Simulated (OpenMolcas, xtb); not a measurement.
# How methods differ on CH7BSi2 (SMILES CB1[SiH2][SiH2]1)

The species is CH7BSi2 (11 atoms), meant as a singlet with charge 0. SMILES: `CB1[SiH2][SiH2]1`. The coordinates come from a PBE0-D4/def2-TZVP relaxation.

Quantity: the HOMO–LUMO gap, in eV. The values are calculated.

```json
{"level": "GFN0-xTB", "kind": "semi-empirical", "program": "xtb", "value (eV)": "1.27", "CPU time": "under 2 s"}
{"level": "HF/6-31G* (RICD fitting, Cartesian functions)", "kind": "Hartree–Fock", "program": "OpenMolcas", "value (eV)": "10.00", "CPU time": "3.8 s"}
{"level": "SVWN5/6-31G* (spherical functions)", "kind": "LDA", "program": "OpenMolcas", "value (eV)": "3.34", "CPU time": "49 s"}
{"level": "PBE/6-31G* (spherical functions)", "kind": "GGA", "program": "OpenMolcas", "value (eV)": "3.38", "CPU time": "58 s"}
{"level": "TPSS/6-31G* (spherical functions)", "kind": "meta-GGA", "program": "OpenMolcas", "value (eV)": "3.54", "CPU time": "81 s"}
{"level": "BHLYP/6-31G* (spherical functions)", "kind": "global hybrid", "program": "OpenMolcas", "value (eV)": "6.79", "CPU time": "67 s"}
{"level": "B3LYP/6-31G* (Cartesian functions)", "kind": "global hybrid", "program": "OpenMolcas", "value (eV)": "4.75", "CPU time": "61 s"}
{"level": "B2PLYP/6-31G* (spherical functions)", "kind": "double hybrid", "program": "OpenMolcas", "value (eV)": "7.00", "CPU time": "31 s"}
```

The values span 1.27 to 10.00 eV. Orbital gaps aren't excitation energies, and those of double hybrids come from the SCF part alone; they tend to grow with the share of exact exchange. CPU times are rough (shared hosts, several kinds of processor and program).
